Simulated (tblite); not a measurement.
Species: C6H9OSi (doublet state).
Structure used (GFN2-xTB), in Å, numbered top down from 1:
```
atom  x, y, z in Å
C1    -2.6531    0.6985    0.5084
C2    -2.0130   -0.6248    0.0872
C3    -0.5678   -0.4411   -0.2231
C4     0.5055   -0.2433    0.6677
C5     1.6651   -0.0819   -0.0191
Si6    3.4461    0.2017    0.4740
O7     1.3612   -0.1699   -1.3502
C8     0.0340   -0.3788   -1.4505
H9    -3.7042    0.5528    0.7452
H10   -2.5754    1.4286   -0.2942
H11   -2.1484    1.0979    1.3851
H12   -2.5221   -1.0171   -0.7954
H13   -2.1189   -1.3510    0.8963
H14    3.4595    0.4194    1.9195
H15    3.9569    1.3718   -0.2421
H16    4.2424   -0.9763    0.1197
H17   -0.3745   -0.4746   -2.4383
```

All values are computed: GFN2-xTB (tblite) harmonic vibrations without scaling, gas phase. Errors from tens to a few hundred cm⁻¹ against measured bands are possible. Modes of hydrogen on silicon can be 10 to 20 % off. One conformer, not necessarily the lowest. Open shells enter through the occupations alone, without spin polarisation, and single modes of such species can be off by tens of per cent.

Harmonic wavenumbers (cm⁻¹): 26.5, 42.6, 100.1, 136.7, 181.8, 207.7, 325.1, 381.2, 440.2, 519.2, 552.3, 582.6, 614.3, 673.6, 725.1, 763.5, 783.7, 794.7, 819.3, 908.1, 959.5, 1051.3, 1060.5, 1078.2, 1083.6, 1147.9, 1212.4, 1237.2, 1320.4, 1343.8, 1407.9, 1473.2, 1481.8, 1496.6, 1504.2, 1579.1, 2247.7, 2264.5, 2283.1, 2971.9, 2984.8, 3035.3, 3037.5, 3041.0, 3147.8.

A = 4688, B = 859.8, C = 772.9 MHz; mass 125.042 u (most abundant isotopes); point group C1, symmetry number 1; spin multiplicity 2.

**Question.** What is the zero-point energy?

**Answer.** Half the sum of the wavenumbers: 27515 cm⁻¹ = 78.67 kcal/mol.

**Question.** Entropy at 400 K, 1 bar (ideal gas, RRHO, classical rotation)?

**Answer.** Translation 41.87, rotation 29.90, vibration 38.98, spin (R ln 2) 1.38: S = 112.1 cal/(mol K).

**Question.** And Cp and H(400 K) − H(0)?

**Answer.** Cp = 45.43 cal/(mol K), of which vibrations give 37.48 (their classical limit is 45 R = 89.4); H(400 K) − H(0) = 10.84 kcal/mol without the zero-point energy, 7.66 from vibrations.

**Question.** Blend soft modes into free rotors: weight 1/[1 + (100 cm⁻¹/ν̃)⁴] for the oscillator and the rest for a rotor with moment μB/(μ + B), μ = h/(8π²ν), B = 10⁻⁴⁴ kg m². What vibrational entropy results?

**Answer.** 34.53 cal/(mol K) in place of 38.98, which changes −T·S at 400 K by +1.78 kcal/mol.

**Question.** Which modes carry the vibrational entropy at 400 K?

**Answer.** 26.5 cm⁻¹: 6.66; 42.6 cm⁻¹: 5.72; 100.1 cm⁻¹: 4.03; 136.7 cm⁻¹: 3.42; 181.8 cm⁻¹: 2.87; 207.7 cm⁻¹: 2.61 cal/(mol K); the other 39 give 13.68 together.

**Question.** What must be added to the electronic energy to get the Gibbs energy at 400 K and 1 bar?

**Answer.** ZPE + [H(400 K) − H(0)] − T·S = 78.67 + 10.84 − 44.85 = 44.66 kcal/mol.

**Question.** How do the functions run with temperature in this model?

**Answer.** 
```json
{"T (K)": "100", "S (cal/(mol K))": "72.6", "Cp (cal/(mol K))": "18.1", "H − H(0) (kcal/mol)": "1.34", "G − H(0) (kcal/mol)": "-5.91", "ln q(vib)": "2.49"}
{"T (K)": "200", "S (cal/(mol K))": "87.7", "Cp (cal/(mol K))": "26.8", "H − H(0) (kcal/mol)": "3.58", "G − H(0) (kcal/mol)": "-13.97", "ln q(vib)": "5.10"}
{"T (K)": "300", "S (cal/(mol K))": "100.4", "Cp (cal/(mol K))": "36.4", "H − H(0) (kcal/mol)": "6.74", "G − H(0) (kcal/mol)": "-23.38", "ln q(vib)": "7.56"}
{"T (K)": "500", "S (cal/(mol K))": "123.1", "Cp (cal/(mol K))": "53.0", "H − H(0) (kcal/mol)": "15.77", "G − H(0) (kcal/mol)": "-45.78", "ln q(vib)": "12.37"}
{"T (K)": "800", "S (cal/(mol K))": "151.8", "Cp (cal/(mol K))": "68.8", "H − H(0) (kcal/mol)": "34.27", "G − H(0) (kcal/mol)": "-87.17", "ln q(vib)": "19.25"}
{"T (K)": "1000", "S (cal/(mol K))": "167.9", "Cp (cal/(mol K))": "75.4", "H − H(0) (kcal/mol)": "48.72", "G − H(0) (kcal/mol)": "-119.17", "ln q(vib)": "23.49"}
```

q(vib) and H(0) count from the zero-point level.

Hindered rotation and anharmonicity are outside this model. Other conformers, if any are populated, would add a mixing term that is left out. The structure is chiral; the term R ln 2 for an equal mix with its mirror image is left out.
